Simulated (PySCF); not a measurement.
## Te (tellurium, neutral) across methods

[Kr] 4d10 5s2 5p3 6s1, high-spin 5S determinant (an excited configuration). All numbers are calculated (PySCF 2.14, scalar relativity through the core potential, in aug-cc-pV5Z-PP with ECP28MDF).

| method | E (hartree) | mean ε 5s β (eV) | mean ε 5p α (eV) | mean ε 6s α (eV) | Σ⟨r²⟩ (bohr²) | ⟨S²⟩ |
| --- | --- | --- | --- | --- | --- | --- |
| PBE | -267.7867 | -17.297 | -9.787 | -1.987 | 86.70 | 6.001 |
| PBE0 | -267.8049 | -18.286 | -11.070 | -2.362 | 87.30 | 6.001 |
| TPSS | -267.6852 | -17.175 | -9.969 | -1.918 | 87.98 | 6.001 |
| M06-2X | -267.7347 | -18.367 | -12.235 | -2.875 | 88.30 | 6.004 |
| revPBE | -267.8441 | -17.151 | -9.788 | -1.958 | 87.18 | 6.001 |
| r2SCAN | -267.8941 | -17.371 | -10.357 | -1.994 | 87.87 | 6.001 |
| UHF | -266.83825 | -19.872 | -14.175 | -3.172 | 89.82 | 6.002 |

Estimate the same row for LDA.

E (hartree) = -267.3932; mean ε 5s β (eV) = -17.761; mean ε 5p α (eV) = -9.824; mean ε 6s α (eV) = -2.122; Σ⟨r²⟩ (bohr²) = 85.67; ⟨S²⟩ = 6.000.

Energies and moments cover only the electrons outside the core potential. The outer electron is Rydberg-like, and this basis confines it to a smaller radius and binds it less than a complete one would.
